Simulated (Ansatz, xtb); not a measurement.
C4H8AlF: where a starting geometry ends

The starting geometry of this gas-phase singlet was built from a drawn formula by distance geometry and a force field; its bonds are those of `C=[CH][Al]([CH3])[CH2]F`.

```xyz
14

C     2.1402   -2.1603   -0.1134
C     2.2839   -0.8281   -0.0520
C     1.1276    2.2886    0.7434
C    -0.8262   -0.4704    1.3849
Al    0.8698    0.3344    0.6843
F    -1.4386   -1.1523    0.3271
H     2.9527   -2.8079   -0.5098
H     1.2325   -2.6309    0.2511
H     3.2399   -0.3800   -0.3700
H     2.0429    2.5425    1.4383
H     1.3482    2.7147   -0.2516
H     0.2752    2.7794    1.2299
H    -0.5749   -1.1539    2.1542
H    -1.5157    0.3168    1.7280
```

**Question.** Where would you expect an optimisation with r2SCAN-D4/def2-SVP to take it?

**Answer.** It keeps its bonds, and is `C=[CH][Al]([CH3])[CH2]F`.

The energy falls by 0.29 eV over 26 steps:

| step | E − E(last) (eV) |
| --- | --- |
| 1 | 0.293 |
| 4 | 0.041 |
| 7 | 0.026 |
| 9 | 0.016 |
| 12 | 0.009 |
| 15 | 0.004 |
| 18 | 0.001 |
| 20 | 0.000 |
| 23 | 0.000 |
| 26 | 0.000 |

Final geometry (Å):

| atom | x (Å) | y (Å) | z (Å) |
| --- | --- | --- | --- |
| C | 2.0511 | -2.1264 | -0.2559 |
| C | 2.2718 | -0.7999 | -0.1325 |
| C | 1.1801 | 2.2817 | 0.9140 |
| C | -0.7644 | -0.4590 | 1.3278 |
| Al | 0.9365 | 0.3535 | 0.6843 |
| F | -0.8566 | -1.8449 | 1.1158 |
| H | 2.7833 | -2.8098 | -0.7107 |
| H | 1.1199 | -2.5876 | 0.0961 |
| H | 3.2364 | -0.4293 | -0.5157 |
| H | 2.0637 | 2.4990 | 1.5411 |
| H | 1.3726 | 2.7790 | -0.0538 |
| H | 0.3196 | 2.7921 | 1.3773 |
| H | -0.9127 | -0.2718 | 2.4122 |
| H | -1.6438 | 0.0162 | 0.8444 |

From the same start GFN2-xTB ends elsewhere, differing in Al5–F6 (1.97 against 2.87 Å here).

The end wasn't checked by frequencies. Run with Ansatz 0.2.0, 3.1 min on 2 threads of AMD EPYC (Zen 3) (shared host).
